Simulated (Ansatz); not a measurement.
Basis sets compared for SnEt3(NHMe) (C7H19NSn). Total charge 0; singlet. Geometry r2SCAN-D4/def2-SVP. Ansatz on 2 threads of AMD EPYC 7R13 on a shared host and a share (18 GiB) of an NVIDIA H100 80GB HBM3; times are rough, and most runs start from earlier orbitals.

Cartesian coordinates in Å:
```
Sn -0.0056 -0.0430 0.0497
C -0.4682 2.0738 0.1837
C -0.3477 2.7623 -1.1747
H 0.1999 2.5341 0.9317
H -1.4924 2.1651 0.5860
H -0.6191 3.8313 -1.1223
H 0.6814 2.7082 -1.5681
H -1.0021 2.2892 -1.9248
C -0.0852 -1.0502 1.9856
C -1.4440 -0.9020 2.6648
H 0.7242 -0.6408 2.6147
H 0.1600 -2.1123 1.8124
H -1.4883 -1.4397 3.6281
H -1.6839 0.1541 2.8740
H -2.2582 -1.2992 2.0351
C 1.8833 -0.3690 -0.9698
C 3.0620 0.3199 -0.2847
H 1.7480 -0.0016 -2.0012
H 2.0506 -1.4571 -1.0437
H 4.0081 0.1583 -0.8302
H 2.9144 1.4109 -0.2135
H 3.2165 -0.0519 0.7422
N -1.4573 -0.7585 -1.2315
C -1.4815 -2.1637 -1.5914
H -2.3910 -0.4239 -0.9966
H -2.1552 -2.3435 -2.4503
H -0.4769 -2.4843 -1.9191
H -1.7919 -2.8668 -0.7862
```

In the def2 sets Sn takes a core potential; there is no spin–orbit coupling. Single mean-field runs in def2-TZVP are fitted with def2-universal-jkfit.

Binding counts from free atoms (Sn triplet, C triplet, H doublet, N quartet) in the same basis, without a counterpoise term.

| level | functions | energy (Eh) | HOMO (eV) | LUMO (eV) | binding per atom (eV) | wall time |
| --- | --- | --- | --- | --- | --- | --- |
| PBE-D4/def2-SVP | 233 | -546.5128 | -4.42 | -0.01 | 3.95 | 4.2 s |
| PBE0-D4/def2-SVP | 233 | -546.5902 | -5.81 | 0.89 | 3.91 | 3 s |

(1) Estimate the rows for PBE-D4/def2-TZVP (with forces), PBE0-D4/def2-TZVP.

Results:

(1) 
| level | functions | energy (Eh) | HOMO (eV) | LUMO (eV) | binding per atom (eV) | wall time |
| --- | --- | --- | --- | --- | --- | --- |
| PBE-D4/def2-TZVP (with forces) | 412 | -546.8957 | -4.65 | -0.43 | 3.94 | 3.9 s |
| PBE0-D4/def2-TZVP | 412 | -546.9613 | -5.96 | 0.43 | 3.89 | 2.3 s |
